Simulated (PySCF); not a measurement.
Field gradients from PBE0/pcSseg-1 densities (PySCF, non-relativistic) at GFN2-xTB geometries, isolated species, one conformer each; χzz is the principal value of largest magnitude, with Q(14N) = 0.02044 b, Q(17O) = −0.0256 b, Q(35Cl) = −0.0817 b. Where η is near 1, a small change in the tensor can flip the sign of χzz. GFN2-xTB bond lengths can be off by several hundredths of an ångström, more for odd bonds, and the gradients follow them. The basis is small and wasn't made for field gradients, so the couplings can be 20 % off.

Problem. Rank these 14N sites by the size of the quadrupole coupling, smallest first.
A. N5 (nitrogen bridging silicon atoms) in `[NH2:1][Si@@H:2]([CH:3]=[O:4])[N:5]([SiH3:6])[SiH3:7]`
B. The imine nitrogen of `[H]/N=C\CCOC`
C. N5 (pyrrole-type nitrogen) in `[CH3:1][c:2]1[n:3][n:4][nH:5][c:6]1[C:7]([F:8])([F:9])[F:10]`
D. The primary amine nitrogen of `C=C(CN)OC`
E. N6 (pyrrole-type nitrogen) in `[F:1][C:2]([F:3])([F:4])[CH2:5][n:6]1[n:7][cH:8][cH:9][n:10]1`
F. The nitrile nitrogen of `N#Cc1cccc(F)c1F`

Solution. A (2.726 MHz), C (2.919 MHz), E (3.879 MHz), F (4.756 MHz), B (5.071 MHz), D (5.709 MHz).

Problem. These 17O couplings (χzz in MHz, η) are listed in rising order: (-11.29, 0.67); (-9.944, 0.29); (-8.949, 0.37); (-8.415, 0.35); (-8.017, 0.12); (12.30, 0.96). Assign them to: O7 (sulfonyl oxygen) in `[CH3:1][O:2][C@@H:3]([CH3:4])[CH2:5][S:6](=[O:7])(=[O:8])[Cl:9]`; O3 (silyl ether oxygen) in `[CH3:1][CH2:2][O:3][Si@@H:4]([O:5][SiH3:6])[SiH2:7][Cl:8]`; the ether oxygen of `C=C(CN)OC`; the ether oxygen of `[H]/N=C\CCOC`; the silanol oxygen of `C[Si@@H]1N[Si@@H](O)N[SiH2]1`; O5 (silanol oxygen) in `[CH3:1][CH2:2][O:3][Si@H:4]([OH:5])[SiH2:6][SiH2:7][Cl:8]`.

Solution. -11.29 MHz, η 0.67: the ether oxygen of `C=C(CN)OC`; -9.944 MHz, η 0.29: O3 (silyl ether oxygen) in `[CH3:1][CH2:2][O:3][Si@@H:4]([O:5][SiH3:6])[SiH2:7][Cl:8]`; -8.949 MHz, η 0.37: the silanol oxygen of `C[Si@@H]1N[Si@@H](O)N[SiH2]1`; -8.415 MHz, η 0.35: O5 (silanol oxygen) in `[CH3:1][CH2:2][O:3][Si@H:4]([OH:5])[SiH2:6][SiH2:7][Cl:8]`; -8.017 MHz, η 0.12: O7 (sulfonyl oxygen) in `[CH3:1][O:2][C@@H:3]([CH3:4])[CH2:5][S:6](=[O:7])(=[O:8])[Cl:9]`; 12.30 MHz, η 0.96: the ether oxygen of `[H]/N=C\CCOC`.

Problem. These 35Cl couplings (χzz in MHz, η) are listed in rising order: (-76.07, 0.04); (-72.17, 0.10); (-64.44, 0.06); (-41.10, 0.08). Assign them to: the vinyl chlorine of `FC[C@H]1CCC/C(=C\Cl)C1`; the alkyl chlorine of `F[C@@H]1C[C@@H]2CCC[C@@H]2[C@@H]1Cl`; the chlorine bonded to S of `CO[C@@H](C)CS(=O)(=O)Cl`; the silicon-bound chlorine of `CCO[Si@H](O)[SiH2][SiH2]Cl`.

Solution. -76.07 MHz, η 0.04: the alkyl chlorine of `F[C@@H]1C[C@@H]2CCC[C@@H]2[C@@H]1Cl`; -72.17 MHz, η 0.10: the vinyl chlorine of `FC[C@H]1CCC/C(=C\Cl)C1`; -64.44 MHz, η 0.06: the chlorine bonded to S of `CO[C@@H](C)CS(=O)(=O)Cl`; -41.10 MHz, η 0.08: the silicon-bound chlorine of `CCO[Si@H](O)[SiH2][SiH2]Cl`.

All sites together:

| nucleus | site | Vzz (au) | η | χzz (MHz) |
| --- | --- | --- | --- | --- |
| 14N | N6 (pyrrole-type nitrogen) in [F:1][C:2]([F:3])([F:4])[CH2:5][n:6]1[n:7][cH:8][cH:9][n:10]1 | -0.808 | 0.30 | -3.879 |
| 14N | the primary amine nitrogen of C=C(CN)OC | -1.189 | 0.17 | -5.709 |
| 14N | N5 (nitrogen bridging silicon atoms) in [NH2:1][Si@@H:2]([CH:3]=[O:4])[N:5]([SiH3:6])[SiH3:7] | -0.568 | 0.14 | -2.726 |
| 14N | the imine nitrogen of [H]/N=C\CCOC | -1.056 | 0.37 | -5.071 |
| 14N | the nitrile nitrogen of N#Cc1cccc(F)c1F | -0.990 | 0.09 | -4.756 |
| 14N | N5 (pyrrole-type nitrogen) in [CH3:1][c:2]1[n:3][n:4][nH:5][c:6]1[C:7]([F:8])([F:9])[F:10] | -0.608 | 0.41 | -2.919 |
| 17O | O7 (sulfonyl oxygen) in [CH3:1][O:2][C@@H:3]([CH3:4])[CH2:5][S:6](=[O:7])(=[O:8])[Cl:9] | 1.333 | 0.12 | -8.017 |
| 17O | O3 (silyl ether oxygen) in [CH3:1][CH2:2][O:3][Si@@H:4]([O:5][SiH3:6])[SiH2:7][Cl:8] | 1.653 | 0.29 | -9.944 |
| 17O | the ether oxygen of C=C(CN)OC | 1.876 | 0.67 | -11.29 |
| 17O | the ether oxygen of [H]/N=C\CCOC | -2.044 | 0.96 | 12.30 |
| 17O | the silanol oxygen of C[Si@@H]1N[Si@@H](O)N[SiH2]1 | 1.488 | 0.37 | -8.949 |
| 17O | O5 (silanol oxygen) in [CH3:1][CH2:2][O:3][Si@H:4]([OH:5])[SiH2:6][SiH2:7][Cl:8] | 1.399 | 0.35 | -8.415 |
| 35Cl | the vinyl chlorine of FC[C@H]1CCC/C(=C\Cl)C1 | 3.760 | 0.10 | -72.17 |
| 35Cl | the alkyl chlorine of F[C@@H]1C[C@@H]2CCC[C@@H]2[C@@H]1Cl | 3.963 | 0.04 | -76.07 |
| 35Cl | the chlorine bonded to S of CO[C@@H](C)CS(=O)(=O)Cl | 3.357 | 0.06 | -64.44 |
| 35Cl | the silicon-bound chlorine of CCO[Si@H](O)[SiH2][SiH2]Cl | 2.141 | 0.08 | -41.10 |
